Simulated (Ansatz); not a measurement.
Calculated with Ansatz (gas phase, PBE0-D4/def2-TZVP geometries, no zero-point term in ΔE). CBS: MP2 limit from def2 TZ/QZ plus the TZ coupled-cluster correction, frozen cores. DFT in def2-TZVPP. Elements past krypton have def2 core potentials. For Te outer-core shells are correlated without core-valence functions, which leaves a few kJ/mol of doubt a bond. Each species was taken in one conformer, which may not be the lowest.

Reaction (ligand exchange at the Al–Te bond): `CB[Te][AlH2]` + `C[SiH](O)F` → `C[SiH](F)[O][AlH2]` + `CB[TeH]`

```tsv
level	ΔE (kcal/mol)
PBE0-D4	-11.1
r2SCAN	-13.9
```

Question: What does CCSD(T)/CBS give? (An estimate is asked.)

Answer: Computed: -13.6 kcal/mol. The listed levels differ from it by 2.5, -0.3 kcal/mol.

Largest T1 diagnostic among the species: 0.013.

In def2-TZVPP, CCSD(T) changes the Hartree–Fock value by +2.1 kcal/mol (the triples alone add +0.7 kcal/mol) and MP2 by +3.6 kcal/mol.
